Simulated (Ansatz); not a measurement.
Computed with Ansatz on PBE0-D4/def2-TZVP structures; ΔE is electronic, products minus reactants. CCSD(T)/CBS adds triple-zeta CCSD(T) − MP2 to the extrapolated MP2 energy (def2 sets, frozen cores). DFT in def2-TZVPP. B3LYP here is the variant with VWN-RPA as its local correlation; programs differ in this. def2 core potentials past Kr. For Ga, Hf, I outer-core shells are correlated without core-valence functions, which leaves a few kJ/mol of doubt a bond. Scalar relativity is left out up to krypton. Each species was taken in one conformer, which may not be the lowest.

`[OH][Hf]([OH])([F])[I]` + `[F][GaH][Cl]` → `[OH][Hf]([OH])([F])[Cl]` + `[F][GaH][I]`  (redistribution)

Task: Is it downhill or uphill in electronic energy at CCSD(T)/CBS, and by how much? (An estimate is asked.)

Result: The calculation gave: Downhill: ΔE = -0.23 eV.

Task: What do these levels give: B3LYP-D4, ωB97X-V, ωB97M-V, r2SCANh, r2SCAN0, MP2/def2-QZVPP? (Estimate.)

Result: The calculation gave: B3LYP-D4 -0.26, ωB97X-V -0.23, ωB97M-V -0.23, r2SCANh -0.24, r2SCAN0 -0.23, MP2/def2-QZVPP -0.19 eV.

Largest T1 diagnostic among the species: 0.015.

Leaving LDA and LC-ωPBE aside and taking each functional with its dispersion term where it has one, the values, not all of them listed here, spread over 0.08 eV, from BLYP-D4 to PBE-QIDH. From BLYP to BHLYP (50 % exact exchange), in def2-TZVPP and without D4, ΔE moves by +0.04 eV.
